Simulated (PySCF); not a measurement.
SMILES CC(C)C[SiH2][Si](Cl)(Cl)Cl, GFN2-xTB optimised geometry.

```
20

C      0.28    -1.41    -1.20
C      0.80    -0.64     0.00
C      2.33    -0.64     0.00
C      0.28     0.81     0.00
Si    -1.61     1.00     0.10
Si    -2.47    -0.36     1.78
Cl    -2.72    -2.30     1.21
Cl    -4.31     0.28     2.39
Cl    -1.31    -0.41     3.46
H      0.71    -2.41    -1.22
H     -0.81    -1.52    -1.15
H      0.54    -0.91    -2.13
H      0.46    -1.13     0.91
H      2.71    -0.15    -0.90
H      2.71    -1.65     0.03
H      2.72    -0.10     0.87
H      0.65     1.31    -0.89
H      0.73     1.33     0.85
H     -1.91     2.41     0.39
H     -2.26     0.69    -1.18
```

Density from CAM-B3LYP/def2-SVP run with PySCF at that geometry.

Minimum of the electron density along straight lines between bonded atoms, close to the bond critical point (lines longer than 1.1 times the sum of covalent radii, or with two minima, are not listed):

| bond | length / Å | ρ at the minimum / e bohr⁻³ | ∇²ρ there / e bohr⁻⁵ | position (fraction from the first atom) |
|---|---|---|---|---|
| C1–C2 | 1.525 | 0.248 | -0.58 | 0.50 |
| C2–C3 | 1.528 | 0.246 | -0.57 | 0.50 |
| C2–C4 | 1.533 | 0.242 | -0.55 | 0.49 |
| C4–Si5 | 1.904 | 0.113 | 0.29 | 0.62 |
| Si5–Si6 | 2.330 | 0.094 | -0.01 | 0.34 |
| Si6–Cl7 | 2.036 | 0.097 | 0.29 | 0.37 |
| Si6–Cl8 | 2.036 | 0.097 | 0.29 | 0.37 |
| Si6–Cl9 | 2.037 | 0.097 | 0.29 | 0.37 |
| C1–H10 | 1.088 | 0.277 | -1.03 | 0.63 |
| C1–H11 | 1.087 | 0.277 | -1.02 | 0.63 |
| C1–H12 | 1.088 | 0.276 | -1.02 | 0.63 |
| C2–H13 | 1.096 | 0.277 | -1.00 | 0.62 |
| C3–H14 | 1.088 | 0.276 | -1.01 | 0.63 |
| C3–H15 | 1.088 | 0.277 | -1.02 | 0.63 |
| C3–H16 | 1.088 | 0.277 | -1.02 | 0.63 |
| C4–H17 | 1.092 | 0.271 | -0.97 | 0.62 |
| C4–H18 | 1.093 | 0.272 | -0.97 | 0.63 |
| Si5–H19 | 1.470 | 0.116 | 0.33 | 0.49 |
| Si5–H20 | 1.469 | 0.116 | 0.33 | 0.49 |
